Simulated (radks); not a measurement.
Valence configurations of S II (all share [Ne]). All-electron calculation, non-relativistic Kohn-Sham, PBE, spin-polarised, spherical densities, point nucleus; open shells are filled with parallel spins first. Program: a radial shooting solver on a logarithmic mesh with Libxc functionals. Energies are relative to 3s2 3p3; eigenvalues in eV for spin up.

\begin{tabular}{lrrrr}
valence & E (eV) & moment (Bohr magnetons) & e(3p) & e(3s) \\ \hline
3s2 3p3 & 0.000 & 3 & -17.921 & -28.695 \\
3s1.5 3p3.5 & 5.300 & 3 & -18.246 & -29.092 \\
3s1 3p4 & 10.602 & 3 & -18.571 & -29.486 \\
3s0.5 3p4.5 & 17.428 & 2 & -18.528 & -29.443 \\
3p5 & 23.686 & 1 & -18.382 & - \\
\end{tabular}

NIST lists [Ne] 3s2 3p3 as the ground configuration; this level of theory agrees among the configurations tried. The energies are those of spherical high-spin densities, not of single terms.
